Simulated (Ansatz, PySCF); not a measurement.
Gas-phase reaction in SMILES: C[SiH](C)N[SiH3] + H+ → C[SiH](C)[NH2+][SiH3]
Geometries: B3LYP-D3(BJ)/def2-TZVP minima from Ansatz (a quantum-chemistry and plane-wave program), one conformer each, not searched for the lowest.
Geometry of the first species:
```
Si
N 1 1.7377
H 2 1.0104 1 115.96
Si 2 1.7270 3 114.41 1 176.07
H 4 1.4820 2 107.77 3 4.56
H 4 1.4836 5 109.05 2 -121.55
H 4 1.4849 5 108.78 6 -116.06
H 1 1.4891 2 110.31 3 63.76
C 1 1.8706 8 109.07 2 -118.19
H 9 1.0920 1 111.78 8 60.63
H 9 1.0921 10 108.10 1 -122.96
H 9 1.0922 10 107.52 11 -116.16
C 1 1.8717 8 107.64 2 120.73
H 13 1.0922 1 110.93 8 177.29
H 13 1.0927 14 107.88 1 -121.97
H 13 1.0928 14 108.26 15 -116.07
```

Wanted: proton affinity (0 K, with B3LYP-D3(BJ) harmonic zero-point energies from PySCF), positive where the reaction releases energy, in kcal/mol. Valence correlation only, unless marked. Spin-orbit coupling is left out. No relativistic terms. Basis-set limits of correlation are two-point, X^-3; Hartree-Fock from the larger set.

```json
[
 {"level": "BLYP/def2-TZVPD", "program": "Ansatz", "proton affinity (kcal/mol)": "212.9"},
 {"level": "revPBE/def2-TZVPD", "program": "Ansatz", "proton affinity (kcal/mol)": "215.5"},
 {"level": "r2SCAN0/def2-TZVPD", "program": "Ansatz", "proton affinity (kcal/mol)": "212.8"},
 {"level": "B2GP-PLYP-D4/def2-TZVPD", "program": "Ansatz + dftd4", "proton affinity (kcal/mol)": "211.7"},
 {"level": "MP2/cc-pV(Q+d)Z", "program": "Ansatz", "proton affinity (kcal/mol)": "211.3"}
]
```

Problem. Predict the CCSD(T)/CBS(cc-pV(T+d)Z,cc-pV(Q+d)Z) result (Ansatz).

Solution. 212.3 kcal/mol, so MP2/cc-pV(Q+d)Z differs from it by -1.0 kcal/mol.
